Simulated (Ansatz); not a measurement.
A made-up structure of ZnBH₂Cl, closed shell:

| atom | x (Å) | y (Å) | z (Å) |
| --- | --- | --- | --- |
| B1 | -0.7395 | 0.6428 | -0.5261 |
| Zn2 | 0.7872 | -0.6839 | 0.5600 |
| Cl3 | 2.3636 | -2.0545 | 1.6816 |
| H4 | -1.7628 | 0.1168 | -1.2116 |
| H5 | -0.6486 | 1.9788 | -0.5040 |

It is relaxed with PBE-D4/def2-SVP and then PBE0-D4/def2-TZVP (Ansatz 0.2.0). Atoms count as bonded within 1.22 times the sum of their covalent radii (H–H: 0.88 Å). The end point is not checked to be a true minimum.

Does its bonding change? (Judge from chemistry; the calculation decides.)

Computed: No: no bond forms or breaks.

Where it ends: The first stage lowers the energy by 0.82 eV in 5 steps. It ends as ZnBH₂Cl ([BH2][Zn][Cl]):
```tsv
atom	x (Å)	y (Å)	z (Å)
B1	-0.6601	0.5738	-0.4698
Zn2	0.7028	-0.6108	0.5000
Cl3	2.1104	-1.8342	1.5015
H4	-1.5740	0.1045	-1.0818
H5	-0.5791	1.7666	-0.4499
```

Labels in which every atom is bracketed show which atoms are joined, not bond orders.

For scale, one of the runs: PBE0-D4/def2-TZVP relaxation, 128 basis functions, launched by `ansatz run in.yaml --threads 2 --pin off --events-out ev --progress --plain --max-ram 4352MiB`. The run took about 21 s on 2 CPU threads of an Intel Xeon Platinum 8259CL (shared host).
